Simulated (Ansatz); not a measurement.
Ansatz (a program for electronic structure) input:

Ansatz 0.2 input:
```yaml
crystal:
  periodic: [false, false, false]
  atoms:
    - {symbol: Be, position_ang: [0.00000000, 0.00000000, 0.00000000]}
    - {symbol: F, position_ang: [-0.00000000, -0.00000000, -1.38116796]}
    - {symbol: F, position_ang: [0.00000000, 0.00000000, 1.38116796]}
basis:
  gaussian:
    orbitals: def2-TZVP
hamiltonian:
  xc: b3lyp
  dispersion: d3bj
phonons: {temperatures: {t_min: 298.15, t_max: 298.15, t_step: 100}}
```

### Question
Predict the final energy.

### Answer
-214.69508 Eh (B3LYP-D3(BJ)/def2-TZVP). The basis has 81 functions.
